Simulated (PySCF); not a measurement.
Isomers of C5H7F3S, one GFN2-xTB conformer each. Single-point energies are computed at PBE0/pcSseg-1 (PySCF, gas phase, no added dispersion term), electronic only.

Question: Rank them by PBE0/pcSseg-1 energy, lowest first (kJ/mol).
A. `[CH3:1][CH2:2][CH2:3][C@:4]1([F:5])[S:6][C:7]1([F:8])[F:9]` with C1–C2–C3–C4 -65°, C2–C3–C4–F5 -53°
B. `[F:1][C:2]([F:3])([F:4])[C@H:5]1[CH2:6][CH2:7][CH2:8][S:9]1` with C2–C5–C6–C7 88°, C5–C6–C7–C8 47°, C6–C7–C8–S9 -40°, C7–C8–S9–C5 19°
C. `[CH3:1][C@@H:2]1[S:3][C@@H:4]1[CH2:5][C:6]([F:7])([F:8])[F:9]` with S3–C4–C5–C6 -168°

Answer: B (0.0), C (47.1), A (139.7).

As drawn, the highest has a three-membered ring, which the lowest lacks. GFN2-xTB itself gives, in the same order: 0.0, 50.8, 112.1. Both levels put the same isomer lowest; measured from each level's own lowest isomer, the values differ by up to 27.6 kJ/mol (CCC[C@]1(F)SC1(F)F: 112.1 against 139.7).

Which frontier levels, dipoles and rotational constants go with these structures?

| SMILES | HOMO (eV, PBE0/pcSseg-1) | LUMO (eV) | dipole (D) | A, B, C (MHz) |
| --- | --- | --- | --- | --- |
| FC(F)(F)[C@H]1CCCS1 | -6.78 | 0.61 | 3.28 | 2327, 1139, 958.3 |
| C[C@@H]1S[C@@H]1CC(F)(F)F | -6.81 | 0.04 | 0.87 | 2583, 810.0, 723.3 |
| CCC[C@]1(F)SC1(F)F | -7.84 | -0.51 | 2.35 | 1893, 1143, 987.8 |
